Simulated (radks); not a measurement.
H-, configuration [He].

Calculated with a radial shooting solver on a logarithmic mesh with Libxc functionals: non-relativistic Kohn-Sham, r2SCAN, spin-polarised, spherical densities, point nucleus; meta-GGA in the generalised Kohn-Sham scheme; hard spherical wall at 3.5 bohr.

Energy parts (eV):
part                   energy
total                  -7.911
kinetic                28.317
electron-nucleus      -52.376
Hartree                34.208
exchange-correlation  -18.060

Orbitals (lengths in bohr, moments of r in powers of bohr):
orbital  occ.  eigenvalue (eV)    <r>
1s          2          10.2037  1.439
2p          0          26.9543  2.012
2s          0          40.2794  1.757

The highest occupied level is 1s at 10.204 eV. The pressure on the wall is 42.6 GPa. The density falls to 0.001 e/bohr^3 at r = 2.99 bohr. The electron density at the nucleus is 0.5289 e/bohr^3.
